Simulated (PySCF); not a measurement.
**Shifts of the heteroatoms**

Numbering as in the mapped SMILES `[SiH3:1][p:2]1[pH:3][p:4]1-[c:5]1[cH:6][cH:7][cH:8][cH:9][cH:10]1` (H(Xn): hydrogen on atom n).

Method: PBE0/pcSseg-1 with gauge-including orbitals, GFN2-xTB structure, in PySCF 2.14 (single conformer, gas phase, non-relativistic Hamiltonian, one averaged value for each set of equivalent atoms).

**Question.** Predict the 31P NMR data.

**Answer.** 
```
atoms      environment  σ (ppm)  δ (ppm)
   P4  ring phosphorus    518.7   -159.6
   P3  ring phosphorus    560.4   -194.1
   P2  ring phosphorus    635.4   -256.3
```

Shieldings were converted by a linear fit to measured shifts: 31P: δ = 270.09 − 0.828σ (rms 18.1 ppm, 64 shifts vs H3PO4, solution or neat liquid). Occasional misses reach two or three times the rms, and more in compound classes unlike the fitted ones.

On a 400 MHz spectrometer 31P resonates near 161.9 MHz, so 1 ppm is 161.9 Hz.

**Question.** Predict the 29Si NMR data.

**Answer.** 
```tsv
atoms	environment	σ (ppm)	δ (ppm)
Si1	silicon bonded to P, 3 H	416.3	-62.2
```

Shieldings were converted by a linear fit to measured shifts: 29Si: δ = 279.94 − 0.822σ (rms 8.9 ppm, 72 shifts, 25.8 ppm with the 6 outliers that the fit left out vs TMS, solution or neat liquid). Occasional misses reach two or three times the rms, and more in compound classes unlike the fitted ones.

On a 600 MHz spectrometer 29Si resonates near 119.2 MHz, so 1 ppm is 119.2 Hz.
